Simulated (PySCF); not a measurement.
# Bond length, frequency and bond energy of SbTe by level of theory

State: ²Π (doublet), unpaired electrons π ↑. Set-up: Sb cc-pVDZ-PP with ECP28, Te cc-pVDZ-PP with ECP28; scalar-relativistic core potentials (PySCF 2.14). De refers to Sb + Te in their high-spin ground configurations, without counterpoise correction. The functionals are run spin-unrestricted. A positive dipole means Sb(−)Te(+). Levels whose curve was spin-contaminated or gave no clean fit are not listed.

```
      Level  Re (Å)  ωe (cm⁻¹)  De (eV)  μ (D)
   UHF-CCSD   2.575        255     1.70    n/a
UHF-CCSD(T)   2.598        239     1.98    n/a
        PBE   2.575        253     3.02  -1.05
     PBEsol   2.556        260     3.28  -1.00
       TPSS   2.566        256     2.91  -1.10
     r²SCAN   2.556        253     2.62  -1.18
      B97-3   2.555        259     2.59  -1.34
```

Which functional lies closest to UHF-CCSD(T) in De, which farthest, and by how much do they differ from it?

Closest is B97-3 (-4.3 pm in Re, +8.4 % in ωe, +0.61 eV in De against UHF-CCSD(T) in the same basis), farthest PBEsol (-4.2 pm in Re, +8.8 % in ωe, +1.30 eV in De). CCSD(T) converges more slowly with the basis than the functionals do and binds too weakly in this one, so the order can change at the basis-set limit.

What does the step from GGA to meta-GGA do here, going from PBE to r²SCAN?

r²SCAN less PBE: -1.9 pm in Re, +0.0 % in ωe, -0.40 eV in De. 

What does the triples do here, going from UHF-CCSD to UHF-CCSD(T)?

UHF-CCSD(T) less UHF-CCSD: +2.3 pm in Re, -6.3 % in ωe, +0.28 eV in De. Correlation nearly always deepens the well. The bond lengthens, as in strong covalent bonds, where excitations into antibonding orbitals dominate.

Correlated steps freeze 8 core orbitals. Correlated levels converge slowly with the basis: in double zeta they bind strong bonds too weakly, by up to about 1 eV, and carry superposition errors of some tenths. These are scalar-relativistic numbers at best; spin–orbit coupling would shift them, the dissociation energy most. Counting both spins, an empty level lies below a filled one in some of these solutions, because spin and occupation are held. The state is the lowest determinant that a PBE0 search found; another state may lie lower at other levels.

The whole job (state search and all levels along the bond) took about 1.7 min on 1 thread of AMD EPYC 9R14 (shared host), peak memory 0.53 GiB.
